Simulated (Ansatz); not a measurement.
Reaction (redistribution): `[NH2][SnH2][NH2]` + `CO[SiH2]CF` → `[NH2][SnH2][F]` + `CO[SiH2]CN`

Program: Ansatz. Geometries: PBE0-D4/def2-TZVP. ΔE: electronic, gas phase. CBS: MP2 limit from def2 TZ/QZ plus the TZ coupled-cluster correction, frozen cores. DFT in def2-TZVPP. def2 core potentials past Kr. For Sn outer-core shells are correlated without core-valence functions, which leaves a few kJ/mol of doubt a bond. One conformer a species, not always the lowest.

```
             level  ΔE (kJ/mol)
           ωB97M-V        -93.1
   CCSD/def2-TZVPP        -88.2
SCS-MP2/def2-QZVPP        -93.9
    CCSD/CBS(def2)        -93.0
```

Q: What does CCSD(T)/CBS give? (Best estimate.)

A: Computed: -92.8 kJ/mol. The listed levels differ from it by -0.3, 4.6, -1.1, -0.2 kJ/mol.

Largest T1 diagnostic among the species: 0.013.
